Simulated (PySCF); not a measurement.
C3H10Si2.
Atom-mapped SMILES: `[CH3:1][SiH2:2]/[CH:3]=[CH:4]/[SiH3:5]` (hydrogens: H6, H7, H8 on C1; H9, H10 on Si2; H11 on C3; H12 on C4; H13, H14, H15 on Si5)

Level of theory: PBE0-D3(BJ)/def2-SVP geometry optimisation, gas phase in PySCF.

**Question.** What internal coordinates does the optimisation give?

**Answer.** 
| bond | length (bohr) |
| --- | --- |
| C1–Si2 | 3.554 |
| Si2–C3 | 3.547 |
| C3=C4 | 2.543 |
| C4–Si5 | 3.540 |
| C1–H6, C1–H7, C1–H8 | 2.080 |
| Si2–H9, Si2–H10 | 2.830 |
| C3–H11 | 2.081 |
| C4–H12 | 2.080 |
| Si5–H13, Si5–H14, Si5–H15 | 2.827 |

Bonds in one row agree within 0.02 bohr and their mean is given. A selection of angles:
| angle | degrees |
| --- | --- |
| Si2–C1–H6 | 110.8 |
| H6–C1–H7 | 108.0 |
| C1–Si2–C3 | 111.0 |
| C1–Si2–H9 | 110.6 |
| C1–Si2–H10 | 109.2 |
| C3–Si2–H9 | 107.9 |
| C3–Si2–H10 | 109.4 |
| H9–Si2–H10 | 108.7 |
| Si2–C3–C4 | 124.1 |
| Si2–C3–H11 | 117.8 |
| C4–C3–H11 | 118.1 |
| C3–C4–Si5 | 124.2 |
| C3–C4–H12 | 118.1 |
| Si5–C4–H12 | 117.6 |
| C4–Si5–H13 | 109.1 |
| C4–Si5–H14 | 110.8 |
| H13–Si5–H14 | 109.4 |
| H14–Si5–H15 | 107.5 |

Torsions: C1–Si2–C3–C4 -114° (anticlinal); Si2–C3–C4–Si5 179° (antiperiplanar). The mirror-image conformer, all signs reversed, is as good.

Si2 (SiH2 silicon) is tetrahedral (angles from 107.9° to 111.0°). Si5 (SiH3 silicon) is tetrahedral (angles from 107.5° to 110.9°).

Point group: C1 (no symmetry element, even within 0.4 Å). PBE0-D3(BJ)/def2-SVP frequencies: not computed here. One conformer, not necessarily the lowest.
